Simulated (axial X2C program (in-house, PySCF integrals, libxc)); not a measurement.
## Excited states of PdI⁻ by EOM-EE-CCSD

Calculated with an in-house all-electron X2C program for linear molecules (integrals from PySCF): two-component X2C with atomic mean-field Coulomb and Gaunt terms, Gaussian nuclei, basis I dyall-acv3z, Pd dyall-acv3z with contracted cores.

R = 2.551 Å (near the PBE0 minimum at charge -1 of the determinant lowest at the starting distance; the state shown can have its own minimum elsewhere).

Hartree–Fock spinors of PdI⁻ (one of each Kramers pair; a window near the gap, which can cut inner shells):

```tsv
ω	occupied	ε (eV)	character
3/2	yes	-5.18	75% Pd d, 23% I p
3/2	yes	-4.53	95% Pd d, 5% I p
5/2	yes	-4.12	100% Pd d
1/2	yes	-3.53	49% I p, 44% Pd d, 3% Pd p
3/2	yes	-3.01	61% I p, 31% Pd d, 4% Pd p
1/2	yes	-2.80	43% Pd d, 40% I p, 12% Pd s
1/2	no	2.05	86% Pd p, 12% Pd s
1/2	no	2.20	100% Pd p
3/2	no	2.20	100% Pd p
1/2	no	2.72	85% Pd s, 14% Pd p
1/2	no	3.95	88% Pd d, 5% Pd p, 4% Pd s
3/2	no	4.07	88% Pd d, 8% Pd p, 5% I p
```

Vertical excitation energies from the closed-shell determinant state of PdI⁻:

| Ω | excitation (eV) | cm⁻¹ | hole of the leading pair | particle of the leading pair | weight of the pair (for Ω = 0 its time-reversed partner can hold as much again) | singles weight |
| --- | --- | --- | --- | --- | --- | --- |
| 0⁻ | 1.559 | 12573 | 67% Pd dσ, 11% I pσ, 9% Pd dπ | 61% Pd sσ, 27% Pd pσ | 0.47 | 0.95 |
| 1 | 1.565 | 12621 | 69% Pd dσ, 12% I pσ, 8% Pd sσ | 61% Pd sσ, 27% Pd pσ | 0.93 | 0.95 |
| 2 | 1.687 | 13608 | 77% Pd dπ, 12% I pπ, 6% Pd dδ | 61% Pd sσ, 27% Pd pσ | 0.94 | 0.94 |
| 1 | 1.764 | 14224 | 74% Pd dπ, 13% I pπ, 9% Pd dδ | 62% Pd sσ, 27% Pd pσ | 0.83 | 0.94 |
| 0⁺ | 1.818 | 14665 | 44% Pd dσ, 37% Pd dπ, 7% I pσ | 60% Pd sσ, 29% Pd pσ | 0.47 | 0.94 |
| 3 | 1.932 | 15586 | 100% Pd dδ | 60% Pd sσ, 27% Pd pσ | 0.94 | 0.95 |
| 2 | 1.990 | 16051 | 100% Pd dδ | 60% Pd sσ, 27% Pd pσ | 0.91 | 0.94 |
| 0⁻ | 1.999 | 16120 | 75% Pd dπ, 10% I pπ, 6% Pd dσ | 61% Pd sσ, 26% Pd pσ | 0.47 | 0.94 |

This point took 110 s on 1 thread of AMD EPYC 7R43 64-Core Processor (Zen 3), on a shared host.

Reference electrons by ω block (each with its −ω partner): 1/2: 31, 3/2: 15, 5/2: 4. 18 electrons of PdI⁻ correlated (inner shells frozen), 84 natural virtual spinors (a truncated set); levels can be off by some tenths of an eV. Roots sought by Ω: (0: 5, 1: 4, 2: 3, 3: 1); the list ends where they run out and leaves out roots under 60 % singles weight. The solver can skip a root, and states that need a further excitation, which the method places far too high, are missing though they may lie low or lowest. T1 of the reference 0.024 (Lee–Taylor). Some roots did not converge and are left out. The highest Hartree–Fock level of the anion lies at -2.80 eV; relaxation, partly offset by correlation, puts the detachment threshold some tenths of an eV to over one eV lower in magnitude, and states above it are held by the basis set and are not bound. Number of frozen shells: I 4 s, 3 p, 2 d; Pd 4 s, 3 p, 1 d.
